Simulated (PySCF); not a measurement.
A GIAO shielding run with PySCF 2.14.0 with density-fitted response routines (density fitting, non-relativistic, gas phase) on `[SiH3]N[C@H]1CNC[SiH2]1`, C$_{3}$H$_{12}$N$_{2}$Si$_{2}$:

```
$ OMP_NUM_THREADS=1 python probes_run.py task.json out

{"job": {"kind": "nmr", "xc": "PBE0", "basis": "pcSseg-1"}, "charge": 0, "multiplicity": 1}
Si     2.799935     0.496618    -0.202583
N      1.313240    -0.273861     0.174910
C      0.165795    -0.274156    -0.726456
C     -0.822787    -1.389232    -0.339692
N     -1.648696    -0.992912     0.782895
C     -2.242593     0.309404     0.476713
Si    -0.894126     1.308742    -0.463852
H      3.632575     0.242607     0.971428
H      2.504903     1.915402    -0.410089
H      3.468241    -0.014977    -1.412153
H      1.381018    -1.141381     0.688785
H      0.495243    -0.430418    -1.761539
H     -0.303058    -2.320506    -0.094755
H     -1.490487    -1.582772    -1.185475
H     -1.054228    -0.896426     1.602081
H     -2.603345     0.765889     1.396601
H     -3.116483     0.126268    -0.155145
H     -0.225961     2.283626     0.392047
H     -1.368990     1.877335    -1.726019
```

Hardware: 1 thread of an Arm Neoverse N1, shared host. The job also computes population analyses, field gradients, ring-centre shieldings.

Problem. How large is the calculation?

Solution. 72 electrons, 193 basis functions and 1039 auxiliary functions.

Problem. How long does it take, and how much memory does it need?

Solution. 55 s of wall time, with 13 SCF cycles and 4 response iterations; peak memory 0.86 GiB. Times on a shared host scatter by some tens of per cent.
